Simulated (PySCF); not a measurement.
Molecule (SMILES): F[SiH] (F-SiH) (closed-shell singlet).
Geometry (B3LYP-D3(BJ)/def2-TZVP, fixed):
```
Si
F 1 1.6199
H 1 1.5380 2 96.45
```
Charge 0, spin multiplicity 1.

Basis-set convergence of the lowest singlet excitation energy at PBE with PySCF. Tamm-Dancoff approximation; the state is taken by its order, and sets in which it differs in degeneracy or brightness are left out, yet its character can still change. All functions are spherical. Density fitting with generated auxiliary sets. In sets without p functions on hydrogen, species with hydrogen take exact integrals. No added dispersion term, no relativity. Reference: the value in aug-pcseg-3, 2.956 eV, itself unsure by roughly 0.004 eV (its mean distance from aug-cc-pV(Q+d)Z, aug-pcseg-2, aug-cc-pV(T+d)Z). Deviations are taken from unrounded values. Cost is core time over that of cc-pV(D+d)Z, rough, on shared machines of one kind; a dash marks a row that isn't timed (too short, read off another run, short of memory, by another algorithm or on other hardware).

| basis | functions | lowest singlet excitation energy (eV) | minus reference (eV) | cost |
|---|---|---|---|---|
| STO-3G | 15 | 3.537 | 0.581 | - |
| 6-31G | 24 | 2.851 | -0.105 | - |
| 6-31G** | 37 | 2.986 | 0.030 | 0.8× |
| cc-pV(D+d)Z | 42 | 2.982 | 0.025 | 1× |
| def2-SVPD | 55 | 2.976 | 0.019 | 2× |
| aug-pcseg-1 | 59 | 2.929 | -0.027 | 2× |
| aug-cc-pV(D+d)Z | 64 | 2.938 | -0.018 | 2× |
| def2-TZVPP | 87 | 2.973 | 0.017 | 3× |
| def2-TZVPD | 92 | 2.969 | 0.013 | 3× |
| 6-311++G(3df,3pd) | 104 | 2.956 | 0.000 | 4× |
| def2-TZVPPD | 105 | 2.967 | 0.011 | 3× |
| aug-cc-pV(T+d)Z | 124 | 2.954 | -0.002 | 5× |
| pcseg-3 | 157 | 2.961 | 0.005 | 6× |
